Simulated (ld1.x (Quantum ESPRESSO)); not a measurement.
**Reading a pseudo-wave (Sn)**

Columns: radius, all-electron u(r) and pseudo u(r) of the 4d shell (level -38.50 eV) of tin in the configuration [Kr] 4d10 5s2 5p0.5; LDA (PZ), scalar-relativistic, RRKJ scheme, ld1.x (Quantum ESPRESSO) 7.5.

```csv
r (bohr),all-electron,pseudo
0.105,0.3218,-0.0070
0.210,0.5441,-0.0525
0.315,0.2952,-0.1609
0.420,-0.1333,-0.3325
0.525,-0.5264,-0.5445
0.630,-0.8049,-0.7589
0.735,-0.9641,-0.9356
0.840,-1.0282,-1.0461
0.945,-1.0260,-1.0804
1.050,-0.9825,-1.0477
1.155,-0.9155,-0.9695
1.260,-0.8373,-0.8706
1.365,-0.7556,-0.7705
1.470,-0.6753,-0.6794
1.575,-0.5991,-0.5995
1.680,-0.5286,-0.5286
1.785,-0.4642,-0.4642
1.890,-0.4063,-0.4063
1.995,-0.3546,-0.3546
2.100,-0.3087,-0.3087
2.205,-0.2681,-0.2681
2.310,-0.2325,-0.2325
2.415,-0.2013,-0.2013
2.520,-0.1741,-0.1741
2.625,-0.1503,-0.1503
2.730,-0.1297,-0.1297
```

(1) How many radial nodes do the two functions have?

(2) At about which radius was the pseudo-wave matched?

(3) Is the pseudo-wave norm-conserving?

Answers

(1) The all-electron 4d function has n − l − 1 = 1; the pseudo-wave has 0, since the states of the same l below it are removed with the core.

(2) 1.65 bohr, where the columns begin to agree (steps of 0.10 bohr).

(3) Yes: the RRKJ scheme keeps the norm inside the radius equal to the all-electron one, which fixes the energy derivative of the logarithmic derivative at the level.
